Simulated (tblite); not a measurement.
Record of a relaxation.

Compound: C₄H₁₄BNSi.
Numbering: `[CH3:1][C:2]1([CH3:3])[NH2+:4][BH2-:5][CH2:6][SiH2:7]1` (hydrogens: H8, H9, H10 on C1; H11, H12, H13 on C3; H14, H15 on N4; H16, H17 on B5; H18, H19 on C6; H20, H21 on Si7)

Computed with GFN2-xTB (tblite), gas phase: L-BFGS steps from a force-field or distance-geometry start until the largest atomic force falls under 0.01 eV/Å. 4 of its 100 geometries are shown.

Step 0: E = -587.0610 eV, largest atomic force 2.069 eV/Å
```
atom  x, y, z in Å  |  force x, y, z in eV/Å
C1      1.654   -0.548   -1.213    0.002  -0.243   0.133
C2      0.644   -0.023   -0.169    2.059  -0.083   0.188
C3      1.415    0.799    0.903   -0.532  -0.040   0.099
N4     -0.082   -1.141    0.461    1.308  -1.077   0.146
B5     -1.472   -0.682    0.987   -1.466  -0.067   1.283
C6     -2.088    0.435   -0.005   -0.730   0.355  -0.050
Si7    -0.641    1.046   -0.981   -1.165   1.277  -0.698
H8      2.395   -1.215   -0.732   -0.234   0.260  -0.327
H9      2.194    0.296   -1.687   -0.381  -0.587   0.300
H10     1.116   -1.116   -2.005    0.456   0.375   0.476
H11     1.922    1.661    0.424   -0.319  -0.639   0.341
H12     0.705    1.193    1.672    0.554  -0.346  -0.686
H13     2.163    0.176    1.420   -0.184   0.222  -0.204
H14     0.470   -1.558    1.260   -0.606   0.465  -1.069
H15    -0.253   -1.903   -0.225    0.284   0.718   0.469
H16    -2.217   -1.611    1.049    0.125  -0.417  -0.025
H17    -1.363   -0.224    2.082    0.330   0.046   0.216
H18    -2.841   -0.016   -0.681    0.087   0.580   0.485
H19    -2.531    1.272    0.585   -0.085  -0.751  -0.662
H20    -0.388    2.478   -0.754    0.222  -0.110  -0.197
H21    -0.811    0.699   -2.392    0.275   0.063  -0.219
```

Step 33: E = -587.5249 eV, largest atomic force 0.055 eV/Å
```
atom  x, y, z in Å  |  force x, y, z in eV/Å
C1      1.687   -0.563   -1.181    0.018  -0.004  -0.011
C2      0.674    0.019   -0.203    0.048  -0.019   0.019
C3      1.400    0.767    0.906    0.004  -0.003   0.009
N4     -0.080   -1.101    0.411   -0.002   0.010   0.005
B5     -1.510   -0.657    1.094    0.027  -0.018   0.014
C6     -2.142    0.421    0.018   -0.019   0.001  -0.009
Si7    -0.720    1.100   -1.005   -0.005   0.009   0.003
H8      2.401   -1.216   -0.673   -0.006   0.004  -0.008
H9      2.248    0.232   -1.666   -0.013   0.025   0.013
H10     1.190   -1.140   -1.961   -0.003   0.013   0.000
H11     1.926    1.628    0.501   -0.020  -0.020  -0.016
H12     0.690    1.119    1.649   -0.005  -0.015  -0.019
H13     2.133    0.128    1.403   -0.024  -0.003  -0.009
H14     0.488   -1.592    1.099   -0.027   0.011  -0.020
H15    -0.324   -1.761   -0.322   -0.004   0.012   0.026
H16    -2.143   -1.666    1.194    0.002   0.024   0.011
H17    -1.257   -0.170    2.153   -0.004   0.010  -0.012
H18    -2.883   -0.043   -0.635   -0.010  -0.025  -0.005
H19    -2.677    1.224    0.524    0.002  -0.006   0.020
H20    -0.365    2.516   -0.870    0.023   0.003   0.011
H21    -0.747    0.772   -2.439    0.016  -0.009  -0.022
```

Step 66: E = -587.5280 eV, largest atomic force 0.025 eV/Å
```
atom  x, y, z in Å  |  force x, y, z in eV/Å
C1      1.684   -0.555   -1.190    0.005  -0.005  -0.006
C2      0.673    0.013   -0.203    0.015  -0.009   0.015
C3      1.397    0.754    0.910    0.005   0.005   0.010
N4     -0.085   -1.102    0.411   -0.008  -0.006   0.004
B5     -1.498   -0.638    1.107   -0.002  -0.006   0.010
C6     -2.145    0.405    0.006   -0.004   0.001  -0.010
Si7    -0.718    1.101   -1.003   -0.020   0.015   0.001
H8      2.397   -1.221   -0.698   -0.003   0.005   0.008
H9      2.244    0.254   -1.652    0.005   0.001  -0.001
H10     1.187   -1.110   -1.984   -0.008  -0.003  -0.002
H11     1.938    1.607    0.509   -0.001  -0.005  -0.010
H12     0.683    1.115    1.645    0.001   0.003  -0.001
H13     2.114    0.103    1.417    0.003   0.004  -0.008
H14     0.481   -1.603    1.095   -0.002   0.007  -0.015
H15    -0.346   -1.758   -0.319   -0.001   0.001   0.003
H16    -2.134   -1.638    1.255    0.006   0.006   0.000
H17    -1.228   -0.113    2.143   -0.004  -0.003  -0.001
H18    -2.860   -0.093   -0.651   -0.002   0.000  -0.001
H19    -2.711    1.198    0.494    0.007  -0.005  -0.010
H20    -0.354    2.513   -0.849    0.000  -0.006   0.007
H21    -0.731    0.786   -2.443    0.006   0.001   0.007
```

Step 99: E = -587.5297 eV, largest atomic force 0.009 eV/Å
```
atom  x, y, z in Å  |  force x, y, z in eV/Å
C1      1.658   -0.570   -1.199   -0.003   0.004   0.002
C2      0.672    0.016   -0.195   -0.005   0.006  -0.004
C3      1.429    0.750    0.900    0.002   0.000  -0.001
N4     -0.087   -1.091    0.434    0.001   0.004  -0.001
B5     -1.503   -0.618    1.115    0.001   0.000  -0.004
C6     -2.156    0.364   -0.035    0.004  -0.005   0.002
Si7    -0.716    1.128   -0.973    0.006  -0.006   0.000
H8      2.364   -1.251   -0.717   -0.001   0.002   0.000
H9      2.228    0.228   -1.667   -0.002  -0.001  -0.004
H10     1.138   -1.114   -1.987   -0.002   0.002   0.003
H11     1.974    1.591    0.480    0.003   0.005   0.003
H12     0.736    1.127    1.646    0.000  -0.005   0.003
H13     2.147    0.091    1.395    0.005  -0.001   0.002
H14     0.481   -1.581    1.123   -0.003  -0.002   0.003
H15    -0.348   -1.757   -0.287   -0.001   0.002   0.001
H16    -2.125   -1.620    1.306   -0.005  -0.001   0.004
H17    -1.241   -0.044    2.127    0.002   0.000  -0.002
H18    -2.796   -0.194   -0.722   -0.005   0.002  -0.002
H19    -2.799    1.127    0.402    0.000  -0.002  -0.002
H20    -0.382    2.533   -0.721    0.002  -0.002  -0.001
H21    -0.683    0.902   -2.428    0.000  -0.001  -0.002
```

**Question.** Summarise the path.

**Answer.** The energy falls by 0.4687 eV from step 0 to step 99; nine tenths of that is first reached at step 8. It falls at every step. The largest force goes from 2.069 to 0.009 eV/Å. Among the bonds N4–B5 changes most, from 1.556 to 1.640 Å; the atoms move by 0.153 Å rms after alignment.

What follows is the cost of the whole relaxation. Time: 1.3 s. Hardware: an Arm Neoverse N1 with one thread, no GPU (shared host).
